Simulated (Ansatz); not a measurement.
Gas-phase electronic energies from Ansatz, PBE0-D4/def2-TZVP geometries. CCSD(T)/CBS is the MP2 limit (def2-TZVPP, def2-QZVPP) plus CCSD(T) − MP2 in def2-TZVPP, frozen cores. This one scheme is used for every species. Functionals use def2-TZVPP. B3LYP here is the variant with VWN-RPA as its local correlation; programs differ in this. One conformer a species, not always the lowest.

`FB(F)S` + `CN[Si](F)(F)F` → `CNB(F)S` + silicon tetrafluoride  (redistribution)

`FB(F)S`:

Z-matrix (Å, degrees):
```
B
F 1 1.318
S 1 1.800 2 119.2
F 1 1.319 2 118.3 3 -180.0
H 3 1.342 1 94.6 2 -180.0
```

`CN[Si](F)(F)F`:

Cartesian coordinates in Å:
```
C -0.300 -1.206 -0.688
N -0.422 -0.238 0.385
Si 0.439 1.186 0.518
F 1.982 0.938 0.307
F 0.185 1.805 1.944
F 0.071 2.303 -0.537
H -0.248 -2.224 -0.292
H 0.624 -1.029 -1.241
H -1.130 -1.150 -1.399
H -1.202 -0.386 1.004
```

`CNB(F)S`:

Z-matrix (Å, degrees):
```
C
N 1 1.445
H 1 1.094 2 111.5
H 1 1.094 2 111.5 3 121.2
H 1 1.089 2 109.3 3 -119.4
B 2 1.393 1 125.7 3 119.2
H 2 1.006 1 115.2 3 -60.8
S 6 1.828 2 120.8 1 -180.0
F 6 1.340 2 119.9 1 0.0
H 8 1.341 6 94.7 2 180.0
```

`F[Si](F)(F)F`:

```xyz
5

F    -0.430   -1.491    0.181
Si    0.000    0.000    0.000
F    -0.084    0.736    1.375
F    -0.953    0.697   -1.023
F     1.467    0.058   -0.533
```

Task: Is it downhill or uphill in electronic energy at CCSD(T)/CBS, and by how much? (An estimate is asked.)

Result: The calculation gave: Downhill: ΔE = -50.0 kJ/mol.

Task: What do these levels give: PBE-D4, B3LYP-D4, SCS-MP2/def2-TZVPP, MP2/def2-QZVPP, MP2/CBS(def2), CCSD/CBS(def2)? (An estimate is asked.)

Result: Ansatz gave: PBE-D4 -42.3, B3LYP-D4 -42.6, SCS-MP2/def2-TZVPP -49.9, MP2/def2-QZVPP -52.8, MP2/CBS(def2) -53.1, CCSD/CBS(def2) -49.7 kJ/mol.

Largest T1 diagnostic among the species: 0.013.

In def2-TZVPP, CCSD(T) changes the Hartree–Fock value by −3.6 kJ/mol (the triples alone add −0.3 kJ/mol) and MP2 by −6.7 kJ/mol.
